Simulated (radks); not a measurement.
Polarisability of the sulfur ion S6+, [Ne], at imaginary frequency. All-electron calculation, scalar-relativistic Kohn-Sham, LDA (Slater exchange, VWN5 correlation), spin-polarised, spherical densities, finite nucleus; Fermi nuclear charge, rms radius 3.2611 fm. Program: a radial shooting solver on a logarithmic mesh with Libxc functionals. Response by self-consistent Sternheimer equations with the Hartree and adiabatic LDA kernel, the relativistic mass of each level held fixed and spin-orbit coupling left out.

w (hartree)  alpha1(iw) (bohr^3)  alpha2(iw) (bohr^5)
0.00266                  0.07490              0.03189
0.0143                   0.07489              0.03189
0.0360                   0.07489              0.03189
0.0697                   0.07489              0.03189
0.118                    0.07488              0.03189
0.186                    0.07486              0.03188
0.280                    0.07481              0.03186
0.413                    0.07471              0.03182
0.605                    0.07451              0.03175
0.892                    0.07406              0.03158
1.35                     0.07303              0.03120
2.12                     0.07047              0.03024
3.59                     0.06366              0.02766
6.94                     0.04619              0.02075
17.5                     0.01703             0.008018

Static values: alpha1 = 0.07490 bohr^3 (0.01110 angstrom^3; uncoupled 0.08273), alpha2 = 0.03189 bohr^5, alpha3 = 0.02178 bohr^7. C6 = 0.03816, C8 = 0.08424, triple-dipole C9 = 0.002089 atomic units. One-pole (London) frequency 4 C6 / (3 alpha1^2) = 9.070 hartree, against 9.484 for minus the highest occupied eigenvalue.
